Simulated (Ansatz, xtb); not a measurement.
**Two isomers of CH5AlS2**

Structure I: `[CH3][Al]([SH])[SH]`, a singlet. Structure II: `C[S][AlH][SH]`, a singlet. Both are isolated molecules in the gas phase, relaxed with BLYP-D3(BJ)/def2-SVP; the shapes shown needn't be the lowest conformers.

I (Å):

```yaml
atoms:
  - { symbol: C, position_ang: [0.3377, 1.6701, 3.3543] }
  - { symbol: Al, position_ang: [0.3441, 0.3452, 1.9114] }
  - { symbol: S, position_ang: [1.5870, -1.4768, 2.1166] }
  - { symbol: S, position_ang: [-0.9114, 0.6920, 0.1195] }
  - { symbol: H, position_ang: [1.2748, 1.6400, 3.9467] }
  - { symbol: H, position_ang: [0.2061, 2.7000, 2.9637] }
  - { symbol: H, position_ang: [-0.5035, 1.4724, 4.0526] }
  - { symbol: H, position_ang: [1.2098, -2.0307, 0.9288] }
  - { symbol: H, position_ang: [-0.5832, -0.4770, -0.5013] }
```

II (Å):

```xyz
9

C    -0.0824    0.4412    1.6539
Al   -2.4493    1.9582    0.2066
S    -0.8257    0.5029   -0.0569
S    -2.6785    2.8175    2.2343
H     0.7510   -0.2831    1.6070
H    -0.8231    0.0953    2.3980
H     0.3114    1.4299    1.9530
H    -3.3870    2.3491   -1.0083
H    -3.7421    3.5960    1.8799
```

**Question.** Which of the two would you expect CCSD(T)/def2-SVP + ΔMP2/def2-TZVPP electronic energies to favour?

**Answer.** Structure I; the calculation gives E(II) − E(I) = +0.671 eV.

The same difference at several levels:

| level | geometry | E(II) − E(I) (eV) | departure from the last row (eV) | job, with rough time for the two |
| --- | --- | --- | --- | --- |
| GFN2-xTB | GFN2-xTB | −0.082 | −0.754 | optimisation, 2.5 s |
| HF/STO-3G | GFN2-xTB | +0.538 | −0.133 | single point, 2.3 s |
| r2SCAN-D4/def2-SVP | GFN2-xTB | +0.716 | +0.045 | single point, 13 s |
| BLYP-D3(BJ)/def2-SVP | BLYP-D3(BJ)/def2-SVP | +0.602 | −0.069 | optimisation, 3.1 min |
| HF/def2-SVP | BLYP-D3(BJ)/def2-SVP | +0.671 | 0.000 | part of the CCSD(T) run |
| MP2/def2-SVP | BLYP-D3(BJ)/def2-SVP | +0.681 | +0.010 | part of the CCSD(T) run |
| CCSD(T)/def2-SVP | BLYP-D3(BJ)/def2-SVP | +0.652 | −0.020 | single point |
| CCSD(T)/def2-SVP + ΔMP2/def2-TZVPP | BLYP-D3(BJ)/def2-SVP | +0.671 |  | single point, 35 s |

As drawn, II has 1 C–S, 1 Al–H in place of 1 C–Al, 1 S–H.

GFN2-xTB puts the two in the other order. The largest departure from CCSD(T)/def2-SVP + ΔMP2/def2-TZVPP is that of GFN2-xTB, 0.754 eV. The last row adds to CCSD(T) the change of the MP2 difference between the two basis sets, here +0.020 eV.

With harmonic frequencies from BLYP-D3(BJ)/def2-SVP (ideal gas, rigid rotor, one conformer each, 298.15 K, 1 atm): on the last row, ΔE + ΔZPE = +0.697 eV. A mode under 50 cm⁻¹ makes harmonic enthalpies and free energies unreliable, so none is given.

The correlated steps freeze 16 core orbitals. Codes used: Ansatz 0.2.0, xtb 6.7.1; the last row on 2 threads of Intel(R) Xeon(R) Processor @ 2.50GHz (Skylake/Cascade Lake) on a shared host.
